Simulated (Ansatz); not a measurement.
Isolated molecules relaxed with PBE0-D4/def2-TZVP in Ansatz; ΔE leaves out vibrations. CBS: MP2 limit from def2 TZ/QZ plus the TZ coupled-cluster correction, frozen cores. DFT in def2-TZVPP. Each species was taken in one conformer, which may not be the lowest.

`F[SiH](F)C[O][AlH2]` + `[SiH3]S` → `F[SiH](F)S[SiH3]` + `C[O][AlH2]`  (ligand exchange at the Si–C bond)

`F[SiH](F)C[O][AlH2]`:

Cartesian coordinates in Å:
```
F -2.063 -0.123 2.263
Si -0.988 -0.742 1.267
F -1.573 -2.124 0.752
C -0.713 0.418 -0.169
O 0.325 -0.115 -0.957
Al 1.859 0.441 -1.411
H 0.252 -1.026 2.020
H -0.484 1.428 0.203
H -1.630 0.506 -0.764
H 2.706 -0.529 -2.317
H 2.310 1.866 -0.888
```

`[SiH3]S`:

Z-matrix (Å, degrees):
```
Si
S 1 2.137
H 1 1.485 2 111.6
H 1 1.485 2 111.6 3 -122.0
H 1 1.482 2 104.8 3 119.0
H 2 1.344 1 94.7 3 60.9
```

`F[SiH](F)S[SiH3]`:

Cartesian coordinates in Å:
```
F -0.115 -1.309 1.527
Si -0.170 0.277 1.576
F 1.332 0.747 1.767
S -1.005 1.046 -0.189
Si 0.057 -0.181 -1.610
H -0.953 0.711 2.742
H -0.639 -1.475 -1.793
H 1.447 -0.406 -1.146
H 0.046 0.590 -2.874
```

`C[O][AlH2]`:

```xyz
8

C    -0.188   -1.244   -0.097
O    -0.489    0.086   -0.405
Al    0.157    1.573    0.057
H    -1.060   -1.733    0.349
H     0.650   -1.334    0.606
H     0.073   -1.791   -1.009
H     1.384    1.591    1.062
H    -0.525    2.853   -0.561
```

```json
{"level": "r2SCAN-D4", "ΔE (kcal/mol)": "-19.6"}
{"level": "ωB97X-V", "ΔE (kcal/mol)": "-18.5"}
```

Question: What does CCSD(T)/CBS give? (Estimate.)

Answer: Computed: -18.9 kcal/mol. The listed levels differ from it by -0.7, 0.4 kcal/mol.

Largest T1 diagnostic among the species: 0.013.

The D4 term adds −0.8 kcal/mol with B3LYP and −0.4 kcal/mol with PBE0; it sums over pairs of atoms, weighted by their polarisabilities, and B3LYP, whose exchange is more repulsive, gets the larger term.

B3LYP here is the variant with VWN-RPA as its local correlation; programs differ in this.
